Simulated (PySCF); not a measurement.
Vertical excitations of a molecule C4H10N, multiplicity 2 from TDA-PBE/def2-SVPD run with PySCF, as energy in eV (oscillator strength): 2.28 (0.001), 4.79 (0.004), 4.94 (0.001), 5.10 (0.029), 5.39 (0.013), 5.60 (0.003), 5.60 (0.005), 5.71 (0.024), 5.77 (0.001), 5.85 (0.010). The structure is a stationary point at B3LYP-D3(BJ)/def2-SVP. One conformer was computed; it need not be the lowest.

Pick the molecule that these values belong to.
A) CC(C)(C)[NH]
B) [CH2]CN(C)C
C) [CH2]CNCC
D) C[CH]NCC

B, [CH2]CN(C)C
